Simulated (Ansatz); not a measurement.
A structure relaxed at PBE0-D4/def2-TZVP, charge 0, multiplicity 1:

| atom | x (Å) | y (Å) | z (Å) |
| --- | --- | --- | --- |
| C1 | 0.699 | 1.082 | -0.332 |
| Se2 | 1.078 | -0.765 | 0.155 |
| B3 | -0.711 | -1.427 | 0.427 |
| F4 | -0.858 | -2.689 | 0.780 |
| Cl5 | -2.152 | -0.447 | 0.232 |
| H6 | 1.663 | 1.554 | -0.509 |
| H7 | 0.098 | 1.110 | -1.237 |
| H8 | 0.183 | 1.581 | 0.484 |

(1) Give its formula and SMILES.

(2) Point group (tolerance 0.08 Å, 0.16 Å for H)?

(3) Summarise the bond lengths by kind.

## Answers

(1) CH3BClFSe, `C[Se]B(F)Cl`.

(2) Cs.

(3) 1 × C–Se 1.948 Å; 3 × C–H 1.087 to 1.088 Å; 1 × B–Se 1.926 Å; 1 × B–F 1.319 Å; 1 × B–Cl 1.754 Å.

All numbers were calculated with Ansatz.
